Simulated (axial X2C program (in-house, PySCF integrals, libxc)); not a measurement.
## Worked dissociation energy of MnF: PBE0, spin-free

Calculated with an in-house all-electron X2C program for linear molecules (integrals from PySCF). Spin-free means the one-electron spin-free X2C Hamiltonian. Basis: Mn dyall-cv3z [9s10p6d3f2g], F dyall-av3z [7s6p3d2f] (cores contracted in-house); Gaussian nuclei, density fitting, unrestricted open shells. Masses: Mn 54.938 u, F 18.998 u.

Molecular state: M_S = 3, Λ = 0 (beyond evenly filled blocks: 2 × σα, π+α, π-α, δ+α, δ-α).

- E(Mn) (2M_S = 5, M_L = 0): -1158.358305 hartree
- E(F) (2M_S = 1, M_L = 0): -99.770025 hartree
- E(MnF) at Re: -1258.304118 hartree
- ωe: 619.0 cm⁻¹
- ωexe: 3.26 cm⁻¹

Task: Work out De and D0.

Result: De = -1158.358305 + (-99.770025) − (-1258.304118) = 0.17579 hartree = 4.783 eV. The zero-point energy is ωe/2 − ωexe/4 = 309 cm⁻¹ = 0.038 eV, so D0 = 4.745 eV.

One determinant describes the state; a PBE0 search over occupations chose it and may have missed a lower one. De is counted from the lowest determinant-based energies of the atoms at the same level, without counterpoise correction. Other states lie close and PBE0, whose exact exchange favours high spin, may order them wrongly; the determinant shown need not be the ground state. The nearest other spin-free determinant of the search, M_S = 2, Λ = 0, lies 0.69 eV up at the distance of the search.

Each atomic determinant is the lowest at this level and need not be a pure term. Totals compare only within one Hamiltonian and basis.
